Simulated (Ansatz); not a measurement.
C2H9BOSi can be A, `CBO[SiH2]C`, or B, `BCC(O)[SiH3]`.

Computed with Ansatz on PBE0-D4/def2-TZVP structures; ΔE is electronic, products minus reactants. CBS: MP2 limit from def2 TZ/QZ plus the TZ coupled-cluster correction, frozen cores. Functionals use def2-TZVPP. B3LYP here is the variant with VWN-RPA as its local correlation; programs differ in this. Each species was taken in one conformer, which may not be the lowest.

A:

```xyz
14

C     0.497   -1.315   -2.345
B    -0.226   -1.049   -0.988
O    -0.193    0.178   -0.416
Si   -0.842    0.775    0.988
C     0.529    1.401    2.072
H     1.009   -0.439   -2.748
H    -0.225   -1.674   -3.088
H     1.222   -2.129   -2.233
H    -0.826   -1.931   -0.420
H    -1.618   -0.297    1.668
H    -1.760    1.880    0.609
H     1.203    0.591    2.359
H     0.119    1.842    2.985
H     1.112    2.167    1.557
```

B:

Z-matrix (Å, degrees):
```
C
C 1 1.519
B 1 1.556 2 114.8
H 1 1.096 2 110.9 3 128.4
H 1 1.105 2 109.8 3 -116.4
Si 2 1.899 1 113.4 3 177.6
O 2 1.431 1 105.8 3 -61.4
H 2 1.101 1 108.0 3 56.2
H 3 1.198 1 120.6 2 160.3
H 3 1.198 1 120.4 2 -24.2
H 6 1.490 2 110.8 1 -67.8
H 6 1.491 2 109.2 1 172.6
H 6 1.486 2 109.9 1 53.2
H 7 0.961 2 109.0 1 174.0
```

(1) Which is lower in electronic energy at CCSD(T)/CBS, and by how much? (Estimate.)

(2) Give E(B) − E(A) in kcal/mol with PBE0-D4, B3LYP-D4, r2SCAN-D4, ωB97M-V, B3LYP, CCSD/def2-TZVPP, HF/def2-TZVPP. (Best estimate.)

Largest T1 diagnostic: 0.012.

## Answers

(1) Computed: A, by 94.0 kcal/mol.

(2) Computed: PBE0-D4 92.1, B3LYP-D4 94.2, r2SCAN-D4 95.1, ωB97M-V 93.9, B3LYP 95.4, CCSD/def2-TZVPP 94.2, HF/def2-TZVPP 97.6. None reverses the order clearly.

The D4 term adds −1.2 kcal/mol with B3LYP and −0.6 kcal/mol with PBE0; it sums over pairs of atoms, weighted by their polarisabilities, and B3LYP, whose exchange is more repulsive, gets the larger term. From PBE to PBE0 (25 % exact exchange), in def2-TZVPP and without D4, E(B) − E(A) moves by +1.7 kcal/mol.
